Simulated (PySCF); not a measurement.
H₂N (SMILES [NH2-]), charge -1, singlet, at a GFN2-xTB geometry (in this run its highest filled SCF level lies above zero, so its values depend strongly on the basis, on diffuse functions most of all). Base run: B3LYP/def2-SV(P) (PySCF).

Geometry (Å):
```xyz
3

N     -0.0019     0.1053     0.1052
H      0.8170    -0.3363    -0.3862
H     -0.8040    -0.4005    -0.3506
```
Charge -1, spin multiplicity 1.
All else is at PySCF's defaults.
Base energy -55.78907 Eh.

The base run was repeated with changes; each row names its change, and settings that it needs were set with it.

```
change                                                                            ΔE vs base (mEh)  SCF cycles        outcome
--------------------------------------------------------------------------------  ----------------  ----------  -------------
base                                                                                         0.000           8      converged
diis_space = 20                                                                              0.000           8      converged
diis_space = 4                                                                               0.000           8      converged
init_guess = sap                                                                             0.000           9      converged
level_shift = 1.0 (with mf.max_cycle = 100)                                                  0.000          36      converged
diis = off (with mf.max_cycle = 100)                                                             -         100  not converged
conv_tol = 1e-6                                                                              0.000           6      converged
conv_tol = 1e-12                                                                             0.000           9      converged
init_guess = 1e                                                                              0.000          10      converged
conv_tol = 1e-7                                                                              0.000           6      converged
solver = newton                                                                              0.000           -      converged
diis_space = 2                                                                               0.000           9      converged
diis = off; damp = 0.3 (with mf.diis_start_cycle = 200; with mf.max_cycle = 150)             0.000          48      converged
```
